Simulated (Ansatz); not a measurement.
A nudged elastic band was laid between two geometries of FGeH3 + H2 (7 atoms, charge 0, multiplicity 1).

These are results of RKS LDA/def2-TZVP in Ansatz 0.2.0, not measurements.

```yaml
movable_images: 9
climbing_image: yes
spring: 5.0 eV/Å²
optimiser: quadratic models (default)
start_path: through a guess of the saddle point
force_threshold: 0.05 eV/Å
iteration_limit: 60
end_points: relaxed
```

Image 0:

```xyz
7
Properties=species:S:1:pos:R:3
Ge -0.884 0.088 -0.099
F 0.273 1.379 -0.280
H -0.466 -1.006 -1.094
H -0.791 -0.366 1.366
H -2.244 0.718 -0.443
H 1.942 -0.048 0.190
H 2.170 -0.764 0.359
```

Image 10:

```xyz
7
Properties=species:S:1:pos:R:3
Ge -0.605 -0.547 -0.124
F 1.492 1.813 0.513
H -1.054 -1.879 -0.737
H -0.842 -0.522 1.389
H -1.277 0.641 -0.816
H 1.360 0.948 0.149
H 0.927 -0.454 -0.374
```

Problem. What changes between the two ends?

Solution. Bonds broken: Ge1–F2, H6–H7. Bonds formed: Ge1–H7, F2–H6. FGeH3 + H2 becomes FH + GeH4.

Problem. Give the energies along the band, and the barrier.

Solution. The forces met the threshold. The highest image is number 5 of 0 to 10, 137.6 kJ/mol above the first end and 121.8 kJ/mol above the last; the last end lies 15.8 kJ/mol above the first. A vibrational analysis at the climbing image gives one clearly imaginary mode, 952i cm⁻¹: a first-order saddle point. The orbitals stay closed-shell, which can raise the energy where a bond breaks towards radicals; this wasn't checked here.

```
image  path coordinate (Å)  energy (kJ/mol)  Ge1–F2 (Å)  H6–H7 (Å)  Ge1–H7 (Å)
    0                 0.00              0.0        1.74       0.77        3.20
    1                 0.38              2.0        1.75       0.77        2.90
    2                 0.75             13.2        1.75       0.77        2.59
    3                 1.13             42.0        1.78       0.78        2.30
    4                 1.50             93.3        1.86       0.83        2.03
    5                 1.88            137.6        2.05       0.99        1.83
    6                 2.26             95.3        2.32       1.22        1.67
    7                 2.63             45.9        2.64       1.35        1.59
    8                 3.01             21.0        2.96       1.47        1.56
    9                 3.39             16.0        3.23       1.56        1.56
   10                 3.76             15.8        3.22       1.56        1.55
```

Problem. What is the geometry of the highest image?

Solution. 
```xyz
7
Properties=species:S:1:pos:R:3:forces:R:3
Ge -0.503 -0.199 -0.031 -0.01 0.00 0.00
F 0.689 1.470 0.037 0.00 0.01 0.01
H -0.549 -1.453 -0.937 0.00 0.00 0.00
H -0.733 -0.540 1.445 0.00 0.00 0.00
H -1.517 0.818 -0.589 0.00 0.00 0.00
H 1.321 0.448 0.054 0.00 -0.01 0.00
H 1.291 -0.545 0.020 0.00 0.01 0.00
```

Problem. What are the harmonic wavenumbers there?

Solution. 952i, 110, 499, 651, 773, 801, 849, 887, 1015, 1049, 1586, 1967, 2066, 2094, 2150 cm⁻¹.

The band took 9 iterations and of the order of 100 core-seconds.

Run time: 55 s on 2 threads of Arm Neoverse V2 (shared host), peak memory 0.15 GiB.
